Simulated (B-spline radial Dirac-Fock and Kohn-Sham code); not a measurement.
## Anomalous scattering factors of Tc, 4.5109 keV to 24.2098 keV

The computed values come from a radial atomic solver: the dispersion relation over Dirac-Hartree-Slater subshell photoionisation cross sections, with the Kissel-Pratt high-energy constant (isolated atom, no bound-bound lines or fine structure). The forward scattering factor is f₀ + f′ + i f″.

The run's input, task.json:

```json
{"items": [{
  "Z": 43,
  "q": 0,
  "cfg": [[1, 0, 2], [2, 0, 2], [2, 1, 6], [3, 0, 2], [3, 1, 6], [3, 2, 10], [4, 0, 2], [4, 1, 6], [4, 2, 5], [5, 0, 2]],
  "A": 97,
  "rrms": 4.4112,
  "do": "dispersion",
  "hv": [699.2, 699.5, 896.3, 933.0, 1000.0, 1215.0, 1253.6, 1470.0, 1486.9, 2000.0, 2448.0, 2984.4, 4000.0, 4065.0, 4510.9, 4513.0, 5414.7, 5657.0, 6000.0, 6403.9, 6930.3, 7505.0, 7806.0, 8047.8, 9251.7, 12000.0, 14990.0, 15000.0, 17479.3, 17870.0, 22162.9, 24209.8, 29070.0, 29650.0, 30000.0, 30230.0, 38960.0, 39380.0, 40000.0, 41250.0, 46480.0, 52440.0, 56500.0, 78970.0],
  "edges": {"K": 21044.0, "L1": 3043.0, "L2": 2793.0, "L3": 2677.0, "M1": 544.0, "M2": 447.6, "M3": 417.7, "M4": 257.6, "M5": 253.9, "N1": 69.5}
}]}
```

Run with: `python xray2_run.py task.json out`

Edges near this range: K 21044.0 eV.

| hν (eV) | λ (Å) | f′ (e) | f″ (e) | tabulated f′ | tabulated f″ |
| --- | --- | --- | --- | --- | --- |
| 4510.9 | 2.749 | -0.651 | 7.944 | -0.65 | 7.75 |
| 4513 | 2.747 | -0.649 | 7.938 | -0.65 | 7.75 |
| 5414.7 | 2.290 | -0.030 | 5.924 | -0.03 | 5.80 |
| 5657 | 2.192 | 0.037 | 5.514 | 0.03 | 5.39 |
| 6000 | 2.066 | 0.093 | 5.003 | 0.09 | 4.88 |
| 6403.9 | 1.936 | 0.118 | 4.489 | 0.11 | 4.37 |
| 6930.3 | 1.789 | 0.108 | 3.931 | 0.10 | 3.83 |
| 7505 | 1.652 | 0.063 | 3.435 | 0.06 | 3.35 |
| 7806 | 1.588 | 0.032 | 3.212 | 0.03 | 3.14 |
| 8047.8 | 1.541 | 0.004 | 3.049 | 0.00 | 2.98 |
| 9251.7 | 1.340 | -0.154 | 2.398 | -0.16 | 2.35 |
| 12000 | 1.033 | -0.539 | 1.520 | -0.55 | 1.48 |
| 14990 | 0.8271 | -0.967 | 1.022 | -0.97 | 0.98 |
| 15000 | 0.8266 | -0.969 | 1.020 | -0.97 | 0.98 |
| 17479.3 | 0.7093 | ? | ? | ? | ? |
| 17870 | 0.6938 | -1.521 | 0.743 | -1.53 | 0.71 |
| 22162.9 | 0.5594 | -2.016 | 3.360 | -2.01 | 3.34 |
| 24209.8 | 0.5121 | -0.925 | 2.915 | -0.93 | 2.89 |

**Question.** What are f′ and f″ at Mo Kα (17479.3 eV)?

**Answer.** f′ = -1.426 and f″ = 0.774 electrons (tables: -1.43 and 0.74). By the optical theorem f″ corresponds to a photoabsorption cross section 2 rₑ λ f″ = 3090 b.

Tabulated f′: xraylib 4.2 anomalous scattering factors (Cullen et al., EPDL97); f″: Chantler's tables (J. Phys. Chem. Ref. Data 1995 and 2000). Both are theoretical tables.
